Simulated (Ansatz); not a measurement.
Ansatz (a first-principles code) input:

Ansatz 0.2 input:
```yaml
crystal:
  periodic: [false, false, false]
  atoms:
    - {symbol: C, position_ang: [2.70295709, 0.60696742, -0.25871223]}
    - {symbol: C, position_ang: [2.00906664, -0.74976578, -0.05464107]}
    - {symbol: C, position_ang: [0.91590017, -0.68152657, 0.93964585]}
    - {symbol: C, position_ang: [-0.50013511, -0.90609776, 0.58367292]}
    - {symbol: C, position_ang: [-1.18089219, 0.38563625, 0.07614272]}
    - {symbol: C, position_ang: [-2.65043546, 0.14831842, -0.26896479]}
    - {symbol: O, position_ang: [-3.30583659, 1.32247685, -0.68736341]}
    - {symbol: H, position_ang: [1.99480928, 1.34360835, -0.63041583]}
    - {symbol: H, position_ang: [3.10945934, 0.96773253, 0.68298102]}
    - {symbol: H, position_ang: [3.51614686, 0.51254151, -0.97478420]}
    - {symbol: H, position_ang: [1.62256956, -1.10917724, -1.01074782]}
    - {symbol: H, position_ang: [2.77616936, -1.45999516, 0.28255792]}
    - {symbol: H, position_ang: [1.14592192, -0.28366108, 1.91401301]}
    - {symbol: H, position_ang: [-1.05812964, -1.25905417, 1.45482253]}
    - {symbol: H, position_ang: [-0.57694418, -1.66022522, -0.20506247]}
    - {symbol: H, position_ang: [-1.11361214, 1.15869988, 0.84354491]}
    - {symbol: H, position_ang: [-0.65231776, 0.74273029, -0.81200552]}
    - {symbol: H, position_ang: [-3.19656280, -0.18851920, 0.61524072]}
    - {symbol: H, position_ang: [-2.72922849, -0.63160400, -1.04167037]}
    - {symbol: H, position_ang: [-2.84100885, 1.68107018, -1.45172245]}
basis:
  gaussian:
    orbitals: def2-TZVP
hamiltonian:
  xc: b3lyp
  dispersion: d3bj
magnetization: {spin_polarized: true, initial_magnetization: 1}
relax: {f_tol: 0.002, max_steps: 150}
```

### Question
What final total energy does it print?

### Answer
-311.77963 Eh (B3LYP-D3(BJ)/def2-TZVP). The basis has 295 functions.

It need not be the lowest isomer of its formula.
